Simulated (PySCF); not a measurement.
This PySCF input asks for the NMR shieldings of `CC[C@@H]1CO[C+](C)O1`, [C$_{6}$H$_{11}$O$_{2}$]+; the geometry comes from GFN2-xTB.

```python
import basis_set_exchange as bse
import numpy as np
from pyscf import gto, dft
from pyscf.prop import nmr

atoms = """
C    -2.428389    0.549318    0.845346
C    -1.617656   -0.524390    0.129353
C    -0.496114    0.081071   -0.710456
C     0.376442   -0.948644   -1.463305
O     1.677785   -0.766545   -0.881460
C     1.622732    0.163823   -0.003399
C     2.798556    0.563396    0.772461
O     0.486681    0.716010    0.154622
H    -1.798902    1.131202    1.512809
H    -2.893438    1.221234    0.129455
H    -3.212728    0.083417    1.433539
H    -1.192823   -1.219112    0.857156
H    -2.263720   -1.087885   -0.545452
H    -0.893100    0.869397   -1.357664
H     0.455436   -0.770745   -2.538092
H     0.065176   -1.982149   -1.288224
H     3.693306    0.535746    0.151343
H     2.652763    1.547776    1.211661
H     2.958190   -0.153670    1.582846
"""
names = dict.fromkeys(["C", "O", "H"], "pcSseg-1")
basis = {el: gto.basis.parse(bse.get_basis(n, elements=[el], fmt="nwchem")) for el, n in names.items()}
mol = gto.M(atom=atoms, basis=basis, charge=1, verbose=0)
mf = dft.RKS(mol, xc="PBE0")
mf.grids.level = 2
mf.grids.alignment = dft.numint.BLKSIZE   # the property module wants whole blocks of grid points
mf.conv_tol = 1e-9
mf.kernel()

calc = nmr.RKS(mf)   # GIAO
C = mf.mo_coeff
Co = C[:, mf.mo_occ > 0]
resp = mf.gen_response(singlet=True, hermi=2)
def vind(x):   # induced exchange potential for any number of trial vectors
    d = np.einsum("pi,xij,qj->xpq", C, 2 * x.reshape(-1, C.shape[1], Co.shape[1]), Co, optimize=True)
    return np.einsum("xpq,pi,qj->xij", resp(d - d.transpose(0, 2, 1)), C, Co, optimize=True).ravel()
mo1, _ = nmr.rhf.solve_mo1(calc, with_cphf=vind)
sigma = calc.kernel(mo1)
for i, s in enumerate(sigma):   # ppm
    print("%2d %-2s %9.2f" % (i, mol.atom_pure_symbol(i), np.trace(s) / 3))
```

**Question.** What does it print?

**Answer.** 
```
 0 C     174.35
 1 C     151.14
 2 C      92.41
 3 C     106.17
 4 O      78.89
 5 C     -14.20
 6 C     169.40
 7 O      52.86
 8 H      30.15
 9 H      30.32
10 H      29.86
11 H      29.80
12 H      29.61
13 H      26.20
14 H      26.16
15 H      26.69
16 H      28.45
17 H      28.49
18 H      28.47
```

These numbers come from an equivalent density-fitted implementation of the same equations, which agrees with the script to about 0.01 ppm for H and up to a few tenths of a ppm for heavy atoms, so last digits may differ.

**Question.** Turn these shieldings into chemical shifts. Referencing at the same level of theory: ¹³C (186.93 ppm), ¹H (31.72 ppm) against TMS; ¹⁷O (336.08 ppm) against H2O.

**Answer.** Averaging equivalent atoms: C 5: 201.1; C 2: 94.5; C 3: 80.8; C 1: 35.8; C 6: 17.5; C 0: 12.6; O 7: 283.2; O 4: 257.2; H 14: 5.56; H 13: 5.52; H 15: 5.03; H 16/17/18: 3.25; H 12: 2.10; H 11: 1.92; H 8/9/10: 1.61 ppm. Unscaled 17O shifts of doubly bonded oxygen tend to come out too high, by tens of ppm or more. Experimental scales use liquid or dissolved standards, which lie at an offset from isolated H2O (liquid H2O: subtract about 36 ppm).

Size and cost of the density-fitted run: 191 basis functions, 44 s wall time on 1 thread of an x86-64 server CPU, shared host.
